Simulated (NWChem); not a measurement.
SnNH5; SMILES [NH2][SnH3]

Program: NWChem. All runs use the structure optimised with PBE0/def2-SVP. def2 effective core potentials on Sn; no spin-orbit coupling.

For level PBE0/STO-3G (all-electron, non-relativistic):

```
Quantity                     Value
---------------------------  -----
highest occupied level (eV)  -3.29
orbital gap (eV)              9.38
dipole (D)                    1.41
```

Problem. Estimate the same quantities for level PBE0/def2-SVP (core potentials).

Solution. 
| Property | Value |
|---|---|
| highest occupied level (eV) | -6.96 |
| orbital gap (eV) | 7.19 |
| dipole (D) | 1.21 |
